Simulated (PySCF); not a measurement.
# Electric field gradients and quadrupole coupling constants

Compound: C3H3F2O2S (charge -1).
SMILES with atom numbers: `[O:1]=[C:2]([OH:3])[C@@H:4]([S-:5])[CH:6]([F:7])[F:8]` (hydrogens: H9 on O3; H10 on C4; H11 on C6)

Field gradients from the PBE0/pcSseg-1 density (PySCF, non-relativistic), principal values in atomic units, ordered |Vxx| ≤ |Vyy| ≤ |Vzz|:

```json
{"atom": "O1", "Vxx": "0.3263", "Vyy": "0.9587", "Vzz": "-1.2850"}
{"atom": "O3", "Vxx": "-0.2091", "Vyy": "-1.5545", "Vzz": "1.7637"}
{"atom": "S5", "Vxx": "-1.3166", "Vyy": "-1.9765", "Vzz": "3.2931"}
```

Task: Find the asymmetry η = (Vxx − Vyy)/Vzz and the couplings χ = eQV/h (234.96 MHz × Q in barn × V in au), with Q(17O) = −0.0256 b, Q(33S) = −0.0678 b.

Result: 
```tsv
atom	environment	nucleus	η	χzz (MHz)	χxx (MHz)	χyy (MHz)
O1	acid carbonyl oxygen	17O	0.49	7.73	-1.96	-5.77
O3	acid hydroxyl oxygen	17O	0.76	-10.61	1.26	9.35
S5	thiolate sulfur	33S	0.20	-52.46	20.97	31.49
```

The tensor is traceless: Vxx + Vyy + Vzz = 0.

Task: What is Vzz at S5 in SI units (1 au = 9.71736 × 10²¹ V/m²)?

Result: 3.2931 au = 32.000 × 10²¹ V/m².

Task: And the gradient at the other heavy atoms, for which no coupling is worked out here?

Result: 
```json
{"atom": "C2", "environment": "carboxylic acid carbon", "Vzz (au)": "-0.423", "η": "0.89"}
{"atom": "C4", "environment": "sp3 carbon bound to sulfur", "Vzz (au)": "0.089", "η": "0.45"}
{"atom": "C6", "environment": "CHF2 carbon", "Vzz (au)": "-0.587", "η": "0.75"}
{"atom": "F7", "environment": "fluorine of a CF2 group", "Vzz (au)": "2.904", "η": "0.08"}
{"atom": "F8", "environment": "fluorine of a CF2 group", "Vzz (au)": "2.811", "η": "0.08"}
```

Were the hydrogens deuterons (Q(2H) = 0.00286 b), χzz would run from 184 kHz (H11) to 306 kHz (H9).

Geometry: GFN2-xTB, one conformer, isolated ion. The pcSseg-1 basis has no diffuse functions, a weakness for an anion. GFN2-xTB bond lengths can be off by several hundredths of an ångström, more for odd bonds, and the gradients follow them. The basis is small and wasn't made for field gradients, so the couplings can be 20 % off.

These values come from a run that also computed NMR shieldings. Hardware: one thread, Arm Neoverse N1 (aarch64), shared host with 64 logical CPUs at a one-minute load of 58. Cost: 31 s, 0.72 GiB resident at most.

The values belong to the conformer `[O:1]=[C:2]([OH:3])[C@@H:4]([S-:5])[CH:6]([F:7])[F:8]`: O1–C2–C4–S5 -93°, C2–C4–C6–F7 -174°, H–O3–C2–O1 16°.
